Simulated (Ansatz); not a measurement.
C2H3B (SMILES BC#C) moved off its minimum; all values from Ansatz (a program for electronic structure), cores frozen in correlated methods.
(charge 0, multiplicity 1)
```xyz
6

B     -1.0504    -0.1511    -0.5494
C      0.3455    -0.1841     0.0787
C      0.9832    -0.0062     0.6649
H      1.7987     0.1618     1.3714
H     -1.9040     0.8527    -0.8365
H     -1.3739    -1.1053    -1.3424
```

Problem. Give the forces (eV/Å), the total energy and the dipole at CCSD(T)/cc-pVTZ.

Solution. 
| atom | Fx | Fy | Fz |
|---|---|---|---|
| B1 | -1.271 | -0.277 | -4.001 |
| C2 | -68.503 | -16.613 | -59.616 |
| C3 | 68.783 | 17.693 | 61.531 |
| H4 | -1.001 | -0.087 | -0.806 |
| H5 | 1.815 | -1.495 | 1.442 |
| H6 | 0.177 | 0.778 | 1.450 |
Energy -102.1281 hartree, dipole 1.21 D.
